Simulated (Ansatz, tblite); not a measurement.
Two members of one family (Bn), computed with Ansatz in the gas phase. HOMO and LUMO are taken over both spins. Singlets are spin-restricted. The structures are stationary points that may keep the symmetry of their start.

First: B12⁺ (doublet, charge 1, r2SCAN-D4/def2-SVP geometry).

Cartesian coordinates in Å:
```
B -0.291 0.424 -1.771
B 0.629 -1.071 1.355
B -0.652 1.535 -0.649
B -0.751 -1.097 -1.216
B 1.307 0.464 1.216
B 1.665 -0.650 0.096
B -1.645 0.184 -0.800
B 0.868 -0.665 -1.373
B 0.138 1.543 0.824
B 0.374 -1.703 -0.144
B -0.263 0.211 1.770
B -1.378 0.826 0.693
```

```
              level  HOMO (eV)  LUMO (eV)  gap (eV)
    PBE-D4/def2-SVP     -10.61     -10.16      0.45
   PBE-D4/def2-TZVP     -10.59     -10.14      0.46
revPBE-D4/def2-TZVP     -10.54     -10.06      0.48
r2SCAN-D4/def2-TZVP     -10.73     -10.01      0.72
   PBE0-D4/def2-SVP     -11.54      -9.49      2.05
```

Second: B13⁺ (singlet, charge 1, r2SCAN-D4/def2-SVP geometry).

Cartesian coordinates in Å:
```
B 1.0649 -1.2024 0.9471
B -1.3083 -1.3093 -0.8175
B 0.1358 -1.8577 -0.1980
B 0.1609 -0.8433 -1.5472
B 1.9620 0.1334 0.3603
B -0.3523 1.3271 1.2734
B 0.8352 0.2985 1.6401
B 1.5146 -1.0209 -0.6867
B -0.9361 0.3919 -1.1594
B -1.6764 1.0960 0.2911
B -2.2961 -0.2485 -0.2226
B 1.1261 1.5181 0.4849
B -0.2304 1.7173 -0.3655
```

Question: What does the change do? Estimate second minus first.

Answer: 
```csv
level,Δ HOMO (eV),Δ LUMO (eV),Δ gap (eV)
PBE-D4/def2-SVP,0.25,1.19,0.95
PBE-D4/def2-TZVP,0.23,1.19,0.96
revPBE-D4/def2-TZVP,0.23,1.19,0.96
r2SCAN-D4/def2-TZVP,0.25,1.19,0.94
PBE0-D4/def2-SVP,0.30,1.23,0.93
```

The relaxed triplet lies at 0.94 eV (r2SCAN-D4/def2-TZVP) to 1.09 eV (BLYP-D4/def2-TZVP) from the singlet. The relaxed quintet lies at 2.44 eV (r2SCAN-D4/def2-TZVP) to 2.96 eV (BLYP-D4/def2-TZVP) from the singlet.
